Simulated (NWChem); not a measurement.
PbHSI, singlet; SMILES [Pb]([SH])[I]

```xyz
4

Pb     0.5118    -0.8804     0.0000
I     -0.1770     1.8641     0.0000
S     -1.8828    -1.7412     0.0000
H     -1.4889    -3.0369     0.0000
```
Atoms are numbered in this order, from 1.

Level: PBE0/def2-SVP with def2 effective core potentials on I, Pb (NWChem), optimised geometry, unscaled harmonic frequencies. Low-valent species are run as closed-shell singlets; no triplet was tried in these runs. def2 effective core potentials on I, Pb; no spin-orbit coupling.

Task: List the harmonic frequencies with IR intensities, and the thermochemistry.

Result: 
```json
[
 {"frequency (cm⁻¹)": "73", "IR intensity (km/mol)": "1.0"},
 {"frequency (cm⁻¹)": "166", "IR intensity (km/mol)": "21.4"},
 {"frequency (cm⁻¹)": "298", "IR intensity (km/mol)": "18.0"},
 {"frequency (cm⁻¹)": "310", "IR intensity (km/mol)": "35.4"},
 {"frequency (cm⁻¹)": "624", "IR intensity (km/mol)": "7.5"},
 {"frequency (cm⁻¹)": "2692", "IR intensity (km/mol)": "1.1"}
]
```

```json
{
  "zero_point_energy": "5.9 kcal/mol",
  "thermal correction to the enthalpy at 298.15 K (with zero-point energy)": "9.8 kcal/mol",
  "heat capacity Cv": "14.1 cal/(mol K)",
  "entropy at 298.15 K and 1 atm (symmetry number 1)": "83.3 cal/(mol K)"
}
```

Rigid rotor and harmonic oscillator; modes under 100 cm⁻¹ make the entropy uncertain.
